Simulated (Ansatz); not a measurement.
One change: `[NH2][Ti]([NH2])([NH2])[NH2]` becomes `C[O][Ti]([NH2])([NH2])[NH2]`.

Ansatz, PBE0-D4/def2-TZVP geometries, multiplicity 1. Each molecule was computed in one conformer, which needn't be the lowest.

Scalar relativity is left out up to krypton.

| property | `[NH2][Ti]([NH2])([NH2])[NH2]` |
| --- | --- |
| LUMO energy (B3LYP/def2-TZVPP) / eV | -0.97 |
| LUMO energy (ωB97M-V/def2-TZVPP) / eV | 1.27 |
| size of the dipole moment (ωB97M-V/def2-TZVPP) / D | 0.01 |
| HOMO–LUMO gap (PBE0/def2-TZVPP) / eV | 6.16 |
| LUMO energy (PBE/def2-TZVPP) / eV | -1.71 |
| HOMO–LUMO gap (ωB97M-V/def2-TZVPP) / eV | 10.47 |

Problem. Give the same properties after the change, and the shifts. (Best estimate.)

Solution. Computed: 
```json
{"property": "LUMO energy (B3LYP/def2-TZVPP) / eV", "`C[O][Ti]([NH2])([NH2])[NH2]`": "-0.87", "shift": "0.10"}
{"property": "LUMO energy (ωB97M-V/def2-TZVPP) / eV", "`C[O][Ti]([NH2])([NH2])[NH2]`": "1.21", "shift": "-0.06"}
{"property": "size of the dipole moment (ωB97M-V/def2-TZVPP) / D", "`C[O][Ti]([NH2])([NH2])[NH2]`": "0.58", "shift": "0.57"}
{"property": "HOMO–LUMO gap (PBE0/def2-TZVPP) / eV", "`C[O][Ti]([NH2])([NH2])[NH2]`": "6.18", "shift": "0.02"}
{"property": "LUMO energy (PBE/def2-TZVPP) / eV", "`C[O][Ti]([NH2])([NH2])[NH2]`": "-1.59", "shift": "0.12"}
{"property": "HOMO–LUMO gap (ωB97M-V/def2-TZVPP) / eV", "`C[O][Ti]([NH2])([NH2])[NH2]`": "10.34", "shift": "-0.13"}
```

The zero-point energy changes by 45.1 kJ/mol with +6 modes.

B3LYP here is the variant with VWN-RPA as its local correlation; programs differ in this.
